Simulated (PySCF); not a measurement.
Cd⁺ (cadmium, charge +1) across methods

[Kr] 4d10 5s1, 2S determinant. Calculation: PySCF 2.14, in aug-cc-pwCVDZ-PP with ECP28MDF; scalar relativity through the core potential. The B2PLYP total includes its PT2 part (frozen core); its orbital energies are those of the SCF part.

```csv
method,E (hartree),mean ε 4d α (eV),mean ε 4d β (eV),mean ε 5s α (eV),Σ⟨r²⟩ (bohr²),⟨S²⟩
wB97X,-167.4327,-25.094,-24.965,-16.164,35.62,0.750
B2PLYP,-167.2524,-24.696,-24.508,-14.860,35.72,0.751
BHandHLYP,-167.3292,-24.701,-24.522,-14.930,35.64,0.750
PBE,-167.4076,-20.478,-20.223,-13.553,35.75,0.751
PBE0,-167.4044,-22.644,-22.411,-14.254,35.62,0.751
UHF,-166.56838,-28.198,-28.041,-15.707,35.89,0.751
LDA,-167.1005,-20.692,-20.461,-13.902,35.76,0.751
r2SCAN,-167.4598,-20.843,-20.565,-13.821,35.47,0.752
TPSSh,-167.3422,-21.316,-21.056,-13.712,35.66,0.751
```

Energies and moments cover only the electrons outside the core potential.
